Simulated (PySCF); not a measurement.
Levels of Re³⁸⁺ from EOM-EA-GCCSD

Reference: closed-shell Re³⁹⁺, [Kr]; one electron is added. Calculated with PySCF 2.14, two-component X2C-1e with screened spin-orbit coupling, an uncontracted even-tempered set (19 s from 1.9 bohr⁻², ratio 2.6; 15 p from 2.5 bohr⁻², ratio 2.6; 11 d from 2.5 bohr⁻², ratio 2.6; 5 f from 2.6 bohr⁻², ratio 2.8); frozen [Ar] 3d10; the 110 highest virtual spinors dropped; of the others 74 kept and the rest restored at second order. No Breit or QED terms. Binding energies in eV.

```tsv
level	Koopmans
4d3/2	1696.3
4d5/2	1675.1
```

Q: How does correlation move these levels?

A: 4d3/2: second order 1698.0, EOM-CCSD 1697.9; 4d5/2: second order 1676.8, EOM-CCSD 1676.7.

For comparison, the ionisation energy of Re³⁸⁺ is 1696 ± 4 eV (theoretical estimate listed by NIST; NIST Atomic Spectra Database, ionization energies).
